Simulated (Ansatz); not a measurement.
ClFH₄O₂Si₂ (`O[Si@H](Cl)[Si@@H](O)F`), one more setting.

```yaml
crystal:
  periodic: [false, false, false]
  atoms:
    - {symbol: O, position_ang: [-0.529422, 0.315363, -1.989263]}
    - {symbol: Si, position_ang: [-0.482937, -0.845666, -0.839560]}
    - {symbol: F, position_ang: [0.402431, -2.092897, -1.308585]}
    - {symbol: Si, position_ang: [0.542880, 0.061082, 1.075040]}
    - {symbol: O, position_ang: [-0.467689, 0.955365, 2.003561]}
    - {symbol: Cl, position_ang: [2.026429, 1.257965, 0.246349]}
    - {symbol: H, position_ang: [0.257193, 0.858036, -2.089613]}
    - {symbol: H, position_ang: [-1.875763, -1.320379, -0.684326]}
    - {symbol: H, position_ang: [1.201450, -0.881164, 2.003686]}
    - {symbol: H, position_ang: [-0.991572, 1.641096, 1.585611]}
basis:
  gaussian: {orbitals: "6-31++G**"}
hamiltonian: {xc: {name: PBE0-DH}}
scf: {lower_state_search: full}
output: {forces: true}
```

```sh
$ ansatz run in.yaml --threads 4 --pin off --events-out ev --progress --plain --max-ram 10444MiB
```

Shortened log:

```
Functional definition: PBE0-DH
1279 factors; integrals over basis functions are off by at most 1.4e-3 eV
mean field evaluation 1: about -35126.9353 eV, gradient 6.6e1 eV
mean field evaluation 2: about -35127.2649 eV, gradient 6.6e1 eV
mean field evaluation 4: about -35134.4768 eV, gradient 4.4e0 eV
mean field evaluation 8: about -35134.5447 eV, gradient 5.7e-1 eV
mean field evaluation 16: about -35134.5453 eV, gradient 1.8e-4 eV
mean field -35134.54527805 eV, -1291.1707239181 hartree, gradient 2.3e-6 eV, S^2 0.000000; 0 other end points of the search recorded, 0 dependent functions left out
18 core orbitals not correlated: weight in the atoms' cores, before any rotation towards them, 1.000 or more for the frozen orbitals, at most 0.000 for the correlated occupied ones
reference -35134.54532690 eV, -1291.1707257134 hartree; 19, 19 occupied and 113, 113 virtual orbitals, 1279 factors
second order -28.88520629 eV of doubles, -0.00000000 eV of singles
Total energy: -35138.15597769 eV, -1291.3034146824 hartree
Atom 0 at    -0.529422     0.315363    -1.989263 Å, force     0.135295     0.327052    -0.208704 eV/Å
Atom 1 at    -0.482937    -0.845666    -0.839560 Å, force    -0.491414     0.153661     0.486550 eV/Å
Atom 2 at     0.402431    -2.092897    -1.308585 Å, force     0.345668    -0.457193    -0.151503 eV/Å
Atom 3 at     0.542880     0.061082     1.075040 Å, force     0.275617    -0.399303    -0.151749 eV/Å
Atom 4 at    -0.467689     0.955365     2.003561 Å, force    -0.277705     0.290695     0.063640 eV/Å
Atom 5 at     2.026429     1.257965     0.246349 Å, force     0.010200     0.032929     0.008777 eV/Å
Atom 6 at     0.257193     0.858036    -2.089613 Å, force    -0.101326    -0.031418    -0.058599 eV/Å
Atom 7 at    -1.875763    -1.320379    -0.684326 Å, force     0.137028     0.049026     0.005844 eV/Å
Atom 8 at     1.201450    -0.881164     2.003686 Å, force    -0.056905     0.078297    -0.097438 eV/Å
Atom 9 at    -0.991572     1.641096     1.585611 Å, force     0.023543    -0.043746     0.103181 eV/Å
Dipole moment:    -0.226300     0.216235     0.082888 e Å
```

Run time 10 s (4 threads of an Arm Neoverse V1 on a shared host); peak host memory 0.54 GiB.
